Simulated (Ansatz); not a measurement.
Cost and result for the atomization energy of F2H6Si3, SMILES `F[Si](F)([SiH3])[SiH3]` (11 atoms, 10 bonds).

Z-matrix (Å, degrees):
```
Si
F 1 1.601
Si 1 2.350 2 108.4
F 1 1.601 2 106.1 3 116.2
Si 1 2.350 2 108.4 3 -127.5
H 3 1.487 1 109.0 2 178.1
H 3 1.486 1 110.6 2 57.4
H 3 1.487 1 109.0 2 -63.2
H 5 1.487 1 109.0 2 -177.9
H 5 1.487 1 109.0 2 63.4
H 5 1.486 1 110.6 2 -57.2
```

Total charge 0; spin multiplicity 1. The geometry is a stationary point of PBE0-D4/def2-TZVP. Program: Ansatz. All runs use 4 threads of an AMD EPYC 7B13 on a shared host. Times are those of one run each, without the atoms' runs, and a repeat can differ threefold. Electronic energies, without spin–orbit coupling; frozen cores. CCSD(T)/CBS adds CCSD(T) − MP2 in def2-TZVPP to the MP2 limit, and its time is that of the two runs behind it. T1 = 0.013.

CCSD(T)/CBS is a level of theory with its own doubt, some kJ/mol a heavy atom from the limit and from the frozen cores, so smaller differences don't rank the functionals.

| level | functions | wall time | atomization (kJ/mol) | difference from CCSD(T)/CBS | per bond |
| --- | --- | --- | --- | --- | --- |
| LDA (SPW92)/def2-TZVPP | 272 | 1.2 s | 4008.2 | 394.0 | 39.4 |
| revPBE-D4/def2-TZVPP | 272 | 1.9 s | 3511.2 | -103.0 | -10.3 |
| BHLYP-D4/def2-TZVPP | 272 | 3 s | 3525.1 | -89.1 | -8.9 |
| PBE0-D4/def2-TZVPP | 272 | 3.2 s | 3543.0 | -71.2 | -7.1 |
| r2SCANh-D4/def2-TZVPP | 272 | 4.5 s | 3579.7 | -34.5 | -3.5 |
| CCSD(T)/def2-SVP | 112 | 4.6 s | 3314.2 | -300.0 | -30.0 |
| B2PLYP/def2-TZVPP | 272 | 5.5 s | 3545.5 | -68.7 | -6.9 |
| PBE-QIDH/def2-TZVPP | 272 | 5.5 s | 3542.8 | -71.4 | -7.1 |
| ωB97X-V/def2-TZVPP | 272 | 7 s | 3631.6 | 17.4 | 1.7 |
| ωB97M-V/def2-TZVPP (with forces) | 272 | 12 s | 3594.5 | -19.7 | -2.0 |
| MP2/def2-QZVPP | 504 | 18 s | 3597.4 | -16.8 | -1.7 |
| CCSD(T)/def2-TZVPP | 272 | 2.3 min | 3510.3 | -103.9 | -10.4 |
| CCSD(T)/CBS(def2) | – | 2.6 min | 3614.2 | 0.0 | 0.0 |

From r2SCAN to r2SCAN0 (25 % exact exchange), in def2-TZVPP and without D4, the atomization energy moves by −50.4 kJ/mol: exact exchange takes away binding that semilocal exchange gives to molecules. Leaving LDA and LC-ωPBE aside and taking each functional with its dispersion term where it has one, the values spread over 120.4 kJ/mol, from revPBE-D4 to ωB97X-V. LDA lies +455.0 kJ/mol from PBE without D4, its usual overbinding. In def2-TZVPP, CCSD(T) changes the Hartree–Fock value by +770.0 kJ/mol (the triples alone add +37.4 kJ/mol) and MP2 by +793.8 kJ/mol; breaking electron pairs costs correlation energy, which Hartree–Fock lacks.
